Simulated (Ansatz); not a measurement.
`[SiH3]O[SiH2]BS` + `CC[SiH2][SiH3]` → `CC[SiH2]O[SiH3]` + `[SiH3][SiH2]BS`  (redistribution)

Program: Ansatz. Geometries: PBE0-D4/def2-TZVP. ΔE: electronic, gas phase. CCSD(T)/CBS is the MP2 limit (def2-TZVPP, def2-QZVPP) plus CCSD(T) − MP2 in def2-TZVPP, frozen cores. DFT in def2-TZVPP. Each species was taken in one conformer, which may not be the lowest.

| level | ΔE (kJ/mol) |
| --- | --- |
| r2SCAN-D4 | -13.6 |
| CCSD/def2-TZVPP | -12.6 |

Task: What does CCSD(T)/CBS give? (An estimate is asked.)

Result: The calculation gave: -12.5 kJ/mol. The listed levels differ from it by -1.1, -0.1 kJ/mol.

Largest T1 diagnostic among the species: 0.016.
